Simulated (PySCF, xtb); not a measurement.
H7NOSi2, SMILES N[SiH2]O[SiH3].

GFN2-xTB in xtb 6.7.1 at its own geometry gives an orbital gap of 5.52 eV and a dipole moment of 1.56 D.

Coordinates come from a B3LYP-D3(BJ)/def2-SVP optimisation. One conformer was computed; it need not be the lowest.

Q: What does r2SCAN/def2-TZVP (PySCF) give? (The exact figures need the calculation; the answer reports its results.)

A: gap 6.46 eV (levels -6.64 and -0.18 eV), dipole 1.66 D.
